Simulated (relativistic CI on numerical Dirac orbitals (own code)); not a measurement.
Ir LXIV: computed level list

These numbers are calculated, not measured: Dirac-Coulomb-Breit CI, orbitals from a KLI potential per configuration, model QED (radiative potential, 1s self-energy scaled to tabulated hydrogen-like ionisation energies), unscaled Slater integrals (own radial code, finite nucleus).

CI space (outside the closed core [Ne]): 3s2 3p2, 3s2 3p 3d, 3s 3p3, 3s2 3d2, 3p4, 3s 3p2 3d, 3p2 3d2, 3s 3p 3d2, 3p3 3d, 3s2 3d 4s, 3s2 3d 4p, 3s 3p 3d 4s, 3p3 4s, 3s2 3p 4s, 3s 3p 3d 4p, 3p3 4p, 3s2 3p 4p, 3p2 3d 4s, 3s2 3p 4d, 3p2 3d 4p, 3s2 3p 4f, 3s 3p2 4s, 3s 3p2 4p, 3s 3p2 4d, 3s 3p2 4f, 3s2 4s2, 3s2 3p 5s, 3s2 3p 5p, 3s2 4s 4p, 3s2 3p 5d, 3s2 3p 5f, 3s2 3p 5g, 3s2 4p2, 3s 3p 4s2, 3s 3p2 5s, 3s 3p 4s 4p. Levels of other configurations are missing.

The lowest level is 3s2 3p2 3P_0, with 68 % of that term; Hund's rules for 3s2 3p2 give 3P with J = 0, in agreement.

```csv
No.,Configuration,Term,J,E (eV),%,Lifetime (s)
1,3s2 3p2,3P,0,0.00,68,
2,3s2 3p2,3P,1,422.86,100,2.12e-09
3,3s2 3p2,1D,2,432.68,65,1.02e-07
4,3s 3p3(2P°),3P°,2,603.13,47,3.22e-11
5,3s 3p3(2D°),3D°,1,632.20,27,9.53e-13
6,3s2 3p 3d,3F°,2,654.57,75,8.59e-11
7,3s2 3p 3d,3D°,1,702.58,43,1.52e-13
8,3s2 3p 3d,3P°,2,773.29,46,2.44e-12
9,3s2 3p 3d,3F°,3,774.66,50,3.67e-12
10,3s 3p2(1S)<2S> 3d,3D,1,840.01,45,1.55e-11
11,3s 3p2(1S)<2S> 3d,3D,2,847.73,30,1.65e-11
12,3s2 3p2,3P,2,863.31,64,2.55e-10
13,3s2 3p2,1S,0,884.86,67,5.68e-10
14,3s 3p2(1S)<2S> 3d,3D,3,953.66,35,3.25e-12
15,3s 3p2(3P)<4P> 3d,3F,2,968.79,27,2.93e-12
16,3s 3p3(2D°),3D°,2,1016.09,49,1.33e-12
17,3s 3p3(2D°),3D°,3,1036.08,94,1.93e-12
18,3s 3p3(2P°),3P°,0,1047.97,85,1.08e-12
19,3s 3p3(2D°),1D°,2,1063.56,54,5.20e-13
20,3s 3p3(2P°),3P°,1,1064.14,33,6.42e-13
21,3s 3p3(4S°),3S°,1,1076.75,31,2.16e-13
22,3s2 3p 3d,3F°,3,1117.27,45,3.21e-13
23,3s2 3p 3d,3D°,2,1123.07,38,1.43e-13
24,3s2 3p 3d,3P°,1,1123.33,45,1.80e-13
25,3s2 3p 3d,3P°,0,1124.36,85,2.16e-13
26,3s2 3p 3d,3F°,4,1188.94,99,1.17e-09
27,3s2 3p 3d,3P°,2,1199.71,43,4.04e-12
28,3s2 3p 3d,3D°,3,1223.66,62,1.33e-12
29,3s 3p2(3P)<4P> 3d,5F,2,1231.69,26,2.29e-12
30,3s2 3p 3d,1P°,1,1234.83,62,1.84e-12
```

Energies count from the lowest computed level; ° marks odd parity; lifetimes are radiative, by E1, M1, E2, M2 decay to levels of this space only. Percentages are summed over parent terms; the parents shown are those of the largest component, closed shells are left out there, and <> holds an intermediate term.

The mean weight of the leading LS term, summed over parents, in these 30 levels is 55 %, and that of the leading jj configuration (from the same eigenvectors) 92 %, so jj coupling describes them better and the LS labels are nominal.

At this charge energies of transitions that change n are usually good to better than 1 %, and those within a shell (Δn = 0) to a few per cent.

LS names give the leading component of a level, which can be under half, so a name can repeat, a term be missing and a line seem to break the LS rules.
